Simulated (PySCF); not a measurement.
fluoro(silylmethyl)silane (CH7FSi2), SMILES F[SiH2]C[SiH3].

Geometry optimised at PBE-D3(BJ)/def2-SVP. The values are those of a single conformer.

All values below come from PBE-D3(BJ)/def2-SVP (PySCF 2.14.0).

Frequencies are harmonic and unscaled.

Estimate the vibrational spectrum. (The exact figures need the calculation; the answer reports its results.)


```
mode  ν (cm⁻¹)  IR (km/mol)  Raman (Å⁴/amu)  depolarisation  moving atoms (share of kinetic energy)
----  --------  -----------  --------------  --------------  --------------------------------------
1           47          0.6             0.1            0.72         F 35 %, H 33 %, Si 21 %, C 11 %
2          125          0.6             0.1            0.59         Si 35 %, H 29 %, F 22 %, C 14 %
3          135          0.4             0.0               –                          H 84 %, F 10 %
4          279          7.9             1.2            0.48         Si 37 %, H 27 %, F 22 %, C 14 %
5          463          4.5             2.9            0.61                                  H 88 %
6          540          2.6             4.8            0.55                         H 84 %, Si 14 %
7          545          1.2            20.1            0.29                 H 50 %, Si 32 %, C 18 %
8          670         12.5             6.6            0.10                          H 59 %, C 30 %
9          713         25.6            16.5            0.75                                  H 87 %
10         739         71.6             3.3            0.71                 C 38 %, H 38 %, Si 22 %
11         777        100.9             6.9            0.55                 H 59 %, C 29 %, Si 12 %
12         830          6.7             8.1            0.67                 F 48 %, H 32 %, Si 19 %
13         876        268.5            13.1            0.75                         H 86 %, Si 10 %
14         913         81.8            21.6            0.74                                  H 96 %
15         919         25.2            30.8            0.75                                  H 97 %
16         924        110.2            12.5            0.75                         H 82 %, Si 14 %
17         927        124.6            12.7            0.75                         H 80 %, Si 12 %
18         992         33.9             2.7            0.58                          H 89 %, Si 9 %
19        1034         83.7             1.9            0.75                          H 61 %, C 36 %
20        1327          9.3            10.1            0.73                                  H 92 %
21        2160        117.2           159.6            0.14                                  H 98 %
22        2168         71.6            69.8            0.71                                  H 96 %
23        2175         95.3           266.3            0.10                                  H 98 %
24        2183        124.8           115.2            0.49                                  H 96 %
25        2187        111.6            87.8            0.43                                  H 96 %
26        2987          0.3           100.9            0.09                                  H 95 %
27        3053          0.1            70.0            0.73                           H 91 %, C 9 %
```
